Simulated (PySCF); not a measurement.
C₂H₃ClF₂Si, SMILES F/C=C(/F)[SiH2]Cl.

Geometry: PBE-D3(BJ)/def2-SVP. The structure was generated by enumeration; whether it is a known compound was not checked. The values are those of a single conformer.

All values below come from PBE-D3(BJ)/def2-SVP run with PySCF 2.14.0.

Frequencies are harmonic and unscaled.

Computed normal modes with their intensities:
| mode | ν (cm⁻¹) | IR (km/mol) | moving atoms (share of kinetic energy) |
|---|---|---|---|
| 1 | 26 | 0.2 | F 45 %, Cl 30 %, Si 15 % |
| 2 | 116 | 0.7 | Cl 44 %, F 23 %, Si 17 %, C 10 % |
| 3 | 159 | 1.6 | F 51 %, Si 27 %, H 14 % |
| 4 | 290 | 6.7 | F 40 %, C 26 %, H 22 %, Si 10 % |
| 5 | 312 | 10.5 | F 45 %, C 32 %, H 13 %, Si 10 % |
| 6 | 422 | 13.8 | C 72 %, F 9 % |
| 7 | 488 | 12.3 | H 30 %, F 24 %, Si 21 %, C 20 % |
| 8 | 540 | 58.6 | Si 41 %, Cl 32 %, H 10 %, F 10 % |
| 9 | 603 | 18.7 | F 53 %, H 22 %, Si 14 %, C 10 % |
| 10 | 611 | 23.2 | H 34 %, C 34 %, Si 26 % |
| 11 | 702 | 1.6 | H 90 % |
| 12 | 828 | 26.9 | H 67 %, C 30 % |
| 13 | 839 | 221.9 | H 85 %, Si 9 % |
| 14 | 901 | 96.8 | H 95 % |
| 15 | 1172 | 224.1 | C 61 %, F 38 % |
| 16 | 1179 | 3.3 | C 43 %, H 33 %, F 23 % |
| 17 | 1266 | 0.8 | H 55 %, C 42 % |
| 18 | 1659 | 52.4 | C 94 % |
| 19 | 2197 | 69.2 | H 98 % |
| 20 | 2215 | 71.8 | H 96 % |
| 21 | 3118 | 5.1 | H 91 %, C 9 % |
